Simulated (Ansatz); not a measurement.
Input for Ansatz (a program for electronic structure): R-PBE/def2-TZVPP on H12Si6 (SMILES [SiH2]1[SiH2][SiH2][SiH2][SiH2][SiH2]1).

Ansatz 0.2 input:
```yaml
crystal:
  periodic: [false, false, false]
  atoms:
    - {symbol: Si, position_ang: [-1.30350292, 1.31944914, -1.27019583]}
    - {symbol: Si, position_ang: [0.74859119, 2.08042104, -0.40485780]}
    - {symbol: Si, position_ang: [2.22250523, 0.25510222, -0.21813731]}
    - {symbol: Si, position_ang: [1.30349597, -1.31950870, 1.27014837]}
    - {symbol: Si, position_ang: [-0.74863089, -2.08042654, 0.40484134]}
    - {symbol: Si, position_ang: [-2.22251553, -0.25508342, 0.21816923]}
    - {symbol: H, position_ang: [-1.05651703, 0.65397790, -2.58613758]}
    - {symbol: H, position_ang: [-2.24525445, 2.45983499, -1.48656573]}
    - {symbol: H, position_ang: [1.33038987, 3.14698011, -1.27558336]}
    - {symbol: H, position_ang: [0.51618955, 2.65529214, 0.95568379]}
    - {symbol: H, position_ang: [2.37572566, -0.38209313, -1.56203478]}
    - {symbol: H, position_ang: [3.56957029, 0.70477608, 0.24813346]}
    - {symbol: H, position_ang: [2.24523029, -2.45992690, 1.48641747]}
    - {symbol: H, position_ang: [1.05651981, -0.65415251, 2.58614907]}
    - {symbol: H, position_ang: [-1.33041156, -3.14699176, 1.27557080]}
    - {symbol: H, position_ang: [-0.51626992, -2.65527791, -0.95571481]}
    - {symbol: H, position_ang: [-2.37556910, 0.38212350, 1.56208216]}
    - {symbol: H, position_ang: [-3.56964645, -0.70469622, -0.24796847]}
basis:
  gaussian:
    orbitals: def2-TZVPP
hamiltonian:
  xc: {name: PBE}
scf: {lower_state_search: off}
```

Output:

```
WARN ansatz: RAYON_NUM_THREADS=8 ignored (pool sized by the plan → 8); use --threads N
Functional definition: PBE
these checks for a lower state are left out or cut short: stability, starts, cluster_reference, orbital_swaps, neighbouring_geometries, increment
integrals: 0.88 GiB planned
2436 factors; their error is unknown
mean field: 4.16 GiB planned
mean field evaluation 1: about -47435.5075 eV, gradient 2.5e1 eV
mean field evaluation 2: about -47437.5453 eV, gradient 1.4e1 eV
mean field evaluation 4: about -47438.2687 eV, gradient 2.0e0 eV
mean field evaluation 8: about -47438.2756 eV, gradient 5.0e-2 eV
mean field evaluation 16: about -47438.1807 eV, gradient 2.2e-5 eV
mean field -47438.18068250 eV, -1743.3209853280 hartree, gradient 4.6e-6 eV, S^2 0.000000; 0 other end points of the search recorded, 0 dependent functions left out
reference -47438.18074704 eV, -1743.3209877001 hartree; 48, 48 occupied and 372, 372 virtual orbitals, 2436 factors
Total energy: -47438.18074704 eV, -1743.3209877001 hartree
Checks for a lower state left out: stability, starts, cluster_reference, orbital_swaps, neighbouring_geometries, increment
```

The calculation finished and met its thresholds.

Cost: roughly 18 core-seconds.
